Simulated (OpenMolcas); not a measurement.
## Ni+: effect of the basis set

```
Program             : OpenMolcas 26.06
Method              : SS-CASPT2, IPEA 0.25 Eh, imaginary shift 0.1 Eh (closed shells correlated: 3s 3p)
Active space        : 9 electrons in 6 orbitals (3d 4s)
State averaging     : 2S+1 = 2 even, 29 roots; 2S+1 = 4 even, 10 roots kept (CI in the orbitals of an earlier block)
Spin-orbit coupling : state interaction with AMFI integrals over the reference wave functions, term energies averaged over their components
```

A. ANO-R1 [5s4p2d1f], X2C, finite nucleus; CASPT2 step roughly 7 core-seconds
B. ANO-RCC-VTZP [6s5p3d2f1g], DKH2, point nucleus; CASPT2 step roughly 11 core-seconds
C. ANO-L-VTZP [6s5p3d2f1g], non-relativistic, point nucleus; CASPT2 step about 11 core-seconds
D. ANO-R2 [6s5p4d2f1g], X2C, finite nucleus; CASPT2 step about 17 core-seconds
E. ANO-RCC-VQZP [7s6p4d3f2g1h], DKH2, point nucleus; CASPT2 step of the order of 30 core-seconds
F. ANO-R3 [7s5p5d3f2g1h], X2C, finite nucleus; CASPT2 step of the order of 30 core-seconds

Energies in eV above 3d⁹ ²D_5/2, the measured ground level; measured values from NIST Handbook of Basic Atomic Spectroscopic Data.

| Level | A | B | C | D | E | F | Measured |
| --- | --- | --- | --- | --- | --- | --- | --- |
| 3d⁹ ²D_5/2 | 0.0000 | 0.0000 | 0.0000 | 0.0000 | 0.0000 | 0.0000 | 0.0000 |
| 3d⁹ ²D_3/2 | 0.2001 | 0.1990 | 0.2024 | 0.2002 | 0.2013 | 0.2000 | 0.1868 |
| 3d⁸ 4s ⁴F_9/2 | 0.392 | 0.687 | 0.938 | 0.716 | 0.785 | 0.800 | 1.0407 |
| 3d⁸ 4s ⁴F_7/2 | 0.504 | 0.799 | 1.052 | 0.828 | 0.898 | 0.913 | 1.1568 |
| 3d⁸ 4s ⁴F_5/2 | 0.600 | 0.894 | 1.148 | 0.923 | 0.994 | 1.008 | 1.2542 |
| 3d⁸ 4s ⁴F_3/2 | 0.667 | 0.960 | 1.216 | 0.990 | 1.061 | 1.074 | 1.3222 |
| 3d⁸ 4s ²F_7/2 | 0.965 | 1.293 | 1.553 | 1.321 | 1.373 | 1.431 | 1.6800 |
| 3d⁸ 4s ²F_5/2 | 1.141 | 1.468 | 1.731 | 1.497 | 1.550 | 1.607 | 1.8592 |
| 3d⁸ 4s ²D_5/2 | 2.201 | 2.461 | 2.706 | 2.447 | 2.531 | 2.548 |  |
| 3d⁸ 4s ²D_3/2 | 2.218 | 2.491 | 2.733 | 2.479 | 2.560 | 2.576 | 2.9504 |
| 3d⁸ 4s ⁴P_5/2 | 2.595 | 2.752 | 3.026 | 2.732 | 2.835 | 2.852 |  |
| 3d⁸ 4s ⁴P_3/2 | 2.629 | 2.771 | 3.051 | 2.749 | 2.856 | 2.873 | 3.0733 |
| 3d⁸ 4s ⁴P_1/2 | 2.664 | 2.801 | 3.084 | 2.780 | 2.887 | 2.905 | 3.0793 |
| 3d⁸ 4s ²P_3/2 | 3.086 | 3.248 | 3.534 | 3.258 | 3.339 | 3.358 | 3.6043 |
| 3d⁸ 4s ²P_1/2 | 3.153 | 3.313 | 3.601 | 3.324 | 3.405 | 3.423 | 3.6691 |
| 3d⁸ 4s ²G_9/2 | 3.546 | 3.717 | 4.007 | 3.711 | 3.770 | 3.807 | 4.0294 |
| 3d⁸ 4s ²G_7/2 | 3.546 | 3.717 | 4.007 | 3.711 | 3.770 | 3.807 | 4.0324 |

Deviations, from unrounded energies. A percentage is the sum of absolute deviations over the sum of measured energies, with the sign that they share, or ± where signs differ.

```tsv
Against measurement	Levels	A	B	C	D	E	F
mean absolute deviation (cm-1)	14	4400	2700	650	2600	2000	1800
fine structure of the ground term (%)	1	+7.1	+6.5	+8.3	+7.1	+7.7	+7.0
other configurations (%)	13	-23.3	-14.0	±3.4	-13.6	-10.7	-9.7
```

C lies closest to measurement on these levels and A furthest from it. The largest miss of C in the table is 3d⁸ 4s ²D_3/2, by -1800 cm-1. The ranking rests on the paired levels alone, and a cruder setting can come out closer through cancelling errors.

Among A to F the level of the table that moves most is 3d⁸ 4s ²F_5/2, by 4800 cm-1 (lowest in A, highest in C). Moves below CASPT2's spread within the term are not significant.

Term energies are means over components that CASPT2 splits; among the terms shown or strongly mixed into the levels shown the widest spread is 1200 cm-1 (3d⁸ 4s ⁴F, F). Terms from blocks run as CI alone lack orbitals of their own. A single d shell beside an s shell can misplace configurations of different d count against each other. Some levels mix across a computed gap that differs much from the measured one, so their mixing is not that of the real levels (holds for B; C; D; E; F). Computed and measured levels are paired by configuration, term and J; levels that our copy of the source lacks, or whose pairing is in doubt (as where it misses far off the trend of its configuration), stay unpaired and out of the deviations. Only configurations of the active space appear.
